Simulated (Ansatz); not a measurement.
`CN[BH][SnH3]`, 12 atoms. Charge 0, multiplicity 1. Correlated methods include outer-core shells of Sn, which these sets cover unevenly. Sn: def2 effective core potential. All runs use 4 threads of an Arm Neoverse V2 on a shared host. Correlated methods freeze the cores.

(1) How many basis functions does each run have, and how long does it take in Ansatz? RKS PBE0-D4/def2-TZVP relaxation (8 steps); RKS ωB97M-V/def2-SVP energy; direct RPA on PBE orbitals/def2-TZVPP energy; RKS PBE0-D4/def2-SVP energy; RKS PBE0-D4/def2-TZVP frequencies; RHF-MP2/def2-QZVPP energy; RKS ωB97M-V/def2-QZVPP energy; RHF-CCSD(T)/def2-SVP energy; RHF-CCSD(T)/def2-TZVPP energy; RKS PBE0-D4/def2-TZVPP energy; RKS PBE0-D4/def2-QZVPP energy; RKS CAM-B3LYP-D4/def2-TZVPP energy. (An estimate is asked.)

Results:

(1) The calculation gave: Other jobs shared the machine, so times are rough.

```tsv
level	job	functions	wall time	peak host memory (GiB)
RKS PBE0-D4/def2-SVP	energy	108	1.1 s	0.24
RKS PBE0-D4/def2-TZVPP	energy	255	2.8 s	0.59
RKS CAM-B3LYP-D4/def2-TZVPP	energy	255	3.1 s	0.67
RKS ωB97M-V/def2-SVP	energy	108	4.4 s	0.33
direct RPA on PBE orbitals/def2-TZVPP	energy	255	6.5 s	0.7
RHF-CCSD(T)/def2-SVP	energy	108	7.5 s	0.59
RKS PBE0-D4/def2-QZVPP	energy	493	8 s	1.6
RKS ωB97M-V/def2-QZVPP	energy	493	20 s	2
RHF-MP2/def2-QZVPP	energy	493	23 s	3.1
RKS PBE0-D4/def2-TZVP	relaxation (8 steps)	191	27 s	0.48
RKS PBE0-D4/def2-TZVP	frequencies	191	2.5 min	0.47
RHF-CCSD(T)/def2-TZVPP	energy	255	3.6 min	6.3
```
